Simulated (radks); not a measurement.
The numbers below are computed, except where a source is named.
The nickel ion Ni2+ inside a hard spherical wall (all orbitals vanish at R), configuration held at [Ar] 3d8 and not refilled when levels cross. Level of theory: scalar-relativistic Kohn-Sham, PBE, spin-unpolarised, spherical densities, finite nucleus; Fermi nuclear charge, rms radius 3.7757 fm (a radial shooting solver on a logarithmic mesh with Libxc functionals). Eigenvalues in eV, with the zero of energy where the potential of the charges vanishes at infinity; a dash marks a level that is unbound or too diffuse for the functional's potential to be trusted. A positive occupied level is held by the wall or, in an anion where self-interaction has pushed it up, behind a barrier. The pressure on the wall is -dE/dV.

R (bohr)  E (hartree)  kinetic (hartree)    e(2p)    e(3s)    e(3p)    e(3d)  e(4s, empty)  e(4p, empty)  pressure (GPa)
free      -1519.55103           1540.673  -864.10  -130.75  -91.097  -28.366       -21.648       -15.020               0
15        -1519.55103           1540.673  -864.10  -130.75  -91.097  -28.366       -21.648       -15.020        < 0.0001
12        -1519.55103           1540.673  -864.10  -130.75  -91.097  -28.366       -21.648       -15.020        < 0.0001
8         -1519.55103           1540.673  -864.10  -130.75  -91.097  -28.366       -21.647       -15.009        < 0.0001
7         -1519.55102           1540.673  -864.10  -130.74  -91.096  -28.365       -21.641       -14.965        0.000946
4         -1519.53863           1540.776  -863.51  -130.24  -90.608  -27.883       -19.698       -11.195            4.27
3.5       -1519.51091           1540.957  -862.61  -129.49  -89.878  -27.136       -17.151        -7.430            18.0
3         -1519.42051           1541.465  -860.41  -127.75  -88.179  -25.326       -11.231         0.441            81.0
2         -1517.82975           1548.907  -840.36  -113.70  -74.022   -8.805        43.501        62.881            2930
